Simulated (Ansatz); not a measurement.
`FC(Cl)Cl` and `Cl[CH](Cl)[InH2]` differ in one atom or group.

Ansatz, PBE0-D4/def2-TZVP geometries, multiplicity 1. 

Elements past krypton have def2 core potentials.

| property | `FC(Cl)Cl` |
| --- | --- |
| HOMO energy (PBE/def2-TZVPP) / eV | -7.67 |
| size of the dipole moment (B3LYP/def2-TZVPP) / D | 1.25 |
| HOMO–LUMO gap (PBE/def2-TZVPP) / eV | 6.28 |
| ideal-gas entropy at 298 K and 1 bar (rigid rotor, harmonic PBE0-D4/def2-TZVP) / J/(mol·K) | 293 |
| LUMO energy (PBE/def2-TZVPP) / eV | -1.39 |
| size of the dipole moment (ωB97M-V/def2-TZVPP) / D | 1.25 |

(1) Give the same properties after the change, and the shifts. (Best estimate.)

Results:

(1) The calculation gave: 
```csv
property,`Cl[CH](Cl)[InH2]`,shift
HOMO energy (PBE/def2-TZVPP) / eV,-6.05,1.62
size of the dipole moment (B3LYP/def2-TZVPP) / D,1.93,0.68
HOMO–LUMO gap (PBE/def2-TZVPP) / eV,3.48,-2.80
"ideal-gas entropy at 298 K and 1 bar (rigid rotor, harmonic PBE0-D4/def2-TZVP) / J/(mol·K)",359,66
LUMO energy (PBE/def2-TZVPP) / eV,-2.58,-1.19
size of the dipole moment (ωB97M-V/def2-TZVPP) / D,2.03,0.78
```

With PBE0 the HOMO rises by 1.88 eV and the LUMO falls by 1.58 eV, so the gap narrows by about 3.46 eV. PBE moves the HOMO by 1.62 eV and ωB97M-V by 2.01 eV. The zero-point energy changes by 21.8 kJ/mol with +6 modes. Dipoles are sizes alone; their direction can turn.

B3LYP here is the variant with VWN-RPA as its local correlation; programs differ in this.
